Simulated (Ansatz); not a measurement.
`[CH3][SnH]([Cl])[O][SiH3]` + H₂O → `[CH3][SnH]([OH])[Cl]` + `O[SiH3]` at 298.15 K and 1 bar (formal hydrolysis of the Sn–O bond).

Computed with Ansatz on PBE0-D4/def2-TZVP structures; ΔE is electronic, products minus reactants. CCSD(T)/CBS adds triple-zeta CCSD(T) − MP2 to the extrapolated MP2 energy (def2 sets, frozen cores). This one scheme is used for every species. Elements past krypton have def2 core potentials. For Sn outer-core shells are correlated without core-valence functions, which leaves a few kJ/mol of doubt a bond. One conformer a species, not always the lowest.

```csv
species,CCSD(T)/CBS energy (Eh),H − E (kJ/mol),S (J/(mol·K))
`[CH3][SnH]([Cl])[O][SiH3]`,-1080.43028,221.1,436.3
H₂O,-76.37941,66.4,188.7
`[CH3][SnH]([OH])[Cl]`,-790.11028,172.6,371.0
`O[SiH3]`,-366.69042,113.6,257.8
```

H − E and S are ideal-gas, rigid-rotor, harmonic terms from PBE0-D4/def2-TZVP, for one conformer and one mirror image of each species. 1 Eh = 2625.50 kJ/mol, R = 8.31446 J/(mol·K).

By hand: ΔE, ΔH, ΔS and ΔG.

ΔE = (-790.11028) + (-366.69042) − (-1080.43028) − (-76.37941) = 0.00899 Eh = 23.6 kJ/mol. Δ(H − E) = 172.6 + 113.6 − 221.1 − 66.4 = -1.3, so ΔH = 22.3 kJ/mol. ΔS = 371.0 + 257.8 − 436.3 − 188.7 = 3.8 J/(mol·K). ΔG = 22.3 − 298.15 × (3.8)/1000 = 21.2 kJ/mol.

By hand: the equilibrium constant, and the temperature at which ΔG would vanish if ΔH and ΔS stayed fixed.

log₁₀ K = −ΔG/(RT ln 10) = -3.7. ΔG = 0 at ΔH/ΔS = 5868 K, far beyond where these terms or the molecules hold.

The number of gas molecules stays the same, so ΔS is small and ΔH decides. A doubt of 5 kJ/mol in ΔE shifts log₁₀ K by 0.9 here. Other conformers and mirror images would add mixing entropy, several J/(mol·K) or more a flexible species. Modes under 60 cm⁻¹, often nearly free rotors, make the harmonic entropy too high. These are equilibria of isolated gas molecules and say nothing of rates. Largest T1 diagnostic: 0.012 (customary marks: 0.02 for closed shells, 0.045 for open ones).
